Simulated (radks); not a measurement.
The praseodymium ion Pr4+, 55 electrons, occupied as [Xe] 4f1 (the NIST ground configuration).

Method: Dirac Kohn-Sham, RPBE, spin-unpolarised, spherical densities, finite nucleus; open shells are shared between the two j in proportion to 2j + 1; Fermi nuclear charge, rms radius 4.8919 fm; computed with a radial shooting solver on a logarithmic mesh with Libxc functionals.

Energy parts (hartree):
total: -9239.7087
kinetic: 9938.0941
electron-nucleus: -22444.0387
Hartree: 3481.5402
exchange-correlation: -215.3044

Orbitals (lengths in bohr, moments of r in powers of bohr; <r^-3> diverges for s and p1/2):
1s1/2: occ. 2; eigenvalue (hartree) -1537.087; <r^2> 0.0007895; small-component weight 4.78e-02
2s1/2: occ. 2; eigenvalue (hartree) -248.7711; <r^2> 0.01248; small-component weight 1.04e-02
2p1/2: occ. 2; eigenvalue (hartree) -235.1933; <r^2> 0.009134; small-component weight 1.04e-02
2p3/2: occ. 4; eigenvalue (hartree) -217.4777; <r^2> 0.01039; <r^-3> 7507; small-component weight 9.80e-03
3s1/2: occ. 2; eigenvalue (hartree) -55.22580; <r^2> 0.08465; small-component weight 3.21e-03
3p1/2: occ. 2; eigenvalue (hartree) -49.45489; <r^2> 0.07962; small-component weight 3.15e-03
3p3/2: occ. 4; eigenvalue (hartree) -45.94566; <r^2> 0.08706; <r^-3> 1529; small-component weight 2.97e-03
3d3/2: occ. 4; eigenvalue (hartree) -35.88272; <r^2> 0.07097; <r^-3> 251.7; small-component weight 2.85e-03
3d5/2: occ. 6; eigenvalue (hartree) -35.12700; <r^2> 0.07307; <r^-3> 228.1; small-component weight 2.80e-03
4s1/2: occ. 2; eigenvalue (hartree) -12.48960; <r^2> 0.4331; small-component weight 1.00e-03
4p1/2: occ. 2; eigenvalue (hartree) -10.32247; <r^2> 0.4604; small-component weight 9.35e-04
4p3/2: occ. 4; eigenvalue (hartree) -9.55625; <r^2> 0.4999; <r^-3> 335.2; small-component weight 8.77e-04
4d3/2: occ. 4; eigenvalue (hartree) -5.99027; <r^2> 0.5854; <r^-3> 46.41; small-component weight 7.33e-04
4d5/2: occ. 6; eigenvalue (hartree) -5.85369; <r^2> 0.6008; <r^-3> 41.67; small-component weight 7.17e-04
4f5/2: occ. 0.428571; eigenvalue (hartree) -1.78977; <r^2> 1.074; <r^-3> 5.603; small-component weight 4.21e-04
4f7/2: occ. 0.571429; eigenvalue (hartree) -1.77318; <r^2> 1.090; <r^-3> 5.463; small-component weight 4.16e-04
5s1/2: occ. 2; eigenvalue (hartree) -2.97116; <r^2> 2.282; small-component weight 2.41e-04
5p1/2: occ. 2; eigenvalue (hartree) -2.34107; <r^2> 2.750; small-component weight 2.02e-04
5p3/2: occ. 4; eigenvalue (hartree) -2.21313; <r^2> 2.981; <r^-3> 55.95; small-component weight 1.88e-04

The highest occupied level is 4f7/2 at -48.251 eV. For comparison, the ionisation energy in NIST's Atomic Spectra Database is 57.53 eV (semi-empirical). In exact Kohn-Sham theory the highest level is minus the ionisation energy, but local and semilocal functionals leave it too shallow, through self-interaction and a potential that decays too fast; potentials with the right tail come closer. The density falls to 0.001 e/bohr^3 at r = 3.27 bohr.

Beside tabulated values, note that spin-unpolarised runs miss the spin-polarisation part of the exchange energy of open shells.
